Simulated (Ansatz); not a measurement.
CH2OSe, SMILES `OC=[Se]`, relaxed with RKS PBE-D4/def2-SVP in the Gaussian-basis code of Ansatz from a rough embedded geometry. The force threshold is 0.03 eV/Å; the program also tests the step.

Charge 0, multiplicity 1.

Start:

```xyz
5

O     0.314    0.878   -0.270
C    -0.161   -0.357    0.169
Se   -1.168   -0.055    1.486
H     0.926    0.825   -1.061
H     0.089   -1.291   -0.323
```

```csv
step,energy (eV),largest force (eV/Å),largest move (Å)
1,-68441.3840,3.729,0.000
2,-68441.8454,1.687,0.155
3,-68441.8968,1.056,0.030
4 (rejected),-68441.8066,1.624,0.196
5,-68441.9796,0.516,0.093
6,-68441.9883,0.066,0.012
7,-68441.9884,0.013,0.002
```

End:

```xyz
5

O     0.368    0.906   -0.338
C    -0.169   -0.206    0.186
Se   -1.258   -0.212    1.582
H     0.933    0.659   -1.099
H     0.126   -1.146   -0.331
```

Hardware: 2 threads of an Arm Neoverse V2 on a shared host. Wall time 6.5 s, peak host memory 0.14 GiB.
